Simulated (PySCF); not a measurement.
Several orderings of computed values.

Species are written as SMILES; each is one conformer at its optimised geometry, gas phase, non-relativistic unless stated. Electronic properties by PySCF.

The conformers computed, where there is a choice (atom-mapped SMILES and torsion angles):
- `[CH3:1][CH:2][C@H:3]([CH3:4])[C:5]([CH3:6])=[S:7]`: C1–C2–C3–C4 -122°, C2–C3–C5–C6 171°
- `[CH3:1][CH:2]([CH3:3])[N:4][SiH3:5]`: C1–C2–N4–Si5 0°
- `[CH2:1]=[C:2]([CH3:3])[CH:4][CH2:5][S:6][CH3:7]`: C1–C2–C4–C5 -176°, C2–C4–C5–S6 111°, C4–C5–S6–C7 -64°
- `[CH3:1][C:2]([CH3:3])[NH:4][SiH3:5]`: C1–C2–N4–Si5 -164°
- `[CH2:1]=[CH:2][CH2:3][C:4]([CH3:5])([CH3:6])[S-:7]`: C1–C2–C3–C4 107°, C2–C3–C4–C5 -59°
- `[CH:1]#[C:2][C@@H:3]([CH3:4])[C:5]=[O:6]`: C2–C3–C5–O6 -114°
- `[H]/[N:4]=[CH:3]/[CH:2]=[N:1]`: N1–C2–C3–N4 180°

(1) Rank by isotropic g value, lowest first (unrestricted B3LYP/pcH-1, mean-field spin–orbit at GFN2-xTB geometries).
A. `[CH](C)[C@@H](C(=S)C)C` [radical]
B. `[CH2][C@@H]1C[C@H]1F` [radical]
C. `[CH2]C#CC(C)=O` [radical]
D. `CC(C)[N][SiH3]` [radical]
E. `C(SC)[CH]C(C)=C` [radical]

(2) Rank by smallest rotational constant, lowest first (GFN2-xTB).
A. `C=C(C)[CH]CSC` [radical]
B. `C[C]1C[C@@H]1F` [radical]
C. `[H]/N=C/C=[N]` [radical]
D. `C#C[C@@H](C)[C]=O` [radical]
E. `C[CH][C@H](C)C(C)=S` [radical]
F. `C[C](C)N[SiH3]` [radical]
G. `C(CC(C)(C)[S-])=C`

(3) By how much do the two ends of that ranking differ?

Answers

(1) A (2.00202), E (2.00252), B (2.00268), C (2.00392), D (2.00586).

(2) A (1.113 GHz), E (1.170 GHz), G (1.245 GHz), F (1.812 GHz), D (2.095 GHz), B (3.332 GHz), C (4.563 GHz).

(3) By 3.450 GHz, between `[H]/N=C/C=[N]` [doublet state] and `C=C(C)[CH]CSC` [doublet state].
